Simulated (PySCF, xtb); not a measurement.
MoCl₄H₂, SMILES [MoH2]([Cl])([Cl])([Cl])[Cl], multiplicity 1.

Harmonic wavenumbers (cm⁻¹) from xtb with GFN2-xTB at its own minimum, in rising order: 69, 135, 141, 151, 167, 202, 273, 290, 298, 602, 735, 880, 1138, 1872, 1875.

What does B3LYP-D3(BJ)/def2-SVP in PySCF give at its own minimum? (An estimate is asked for; the answer gives what the named calculation found.)

87, 125, 133, 147, 154, 339, 372, 392, 398, 545, 705, 796, 1020, 2074, 2097. Paired by order, the mean absolute difference is 80 cm⁻¹ and the zero-point energies are 12.6 and 13.4 kcal/mol.
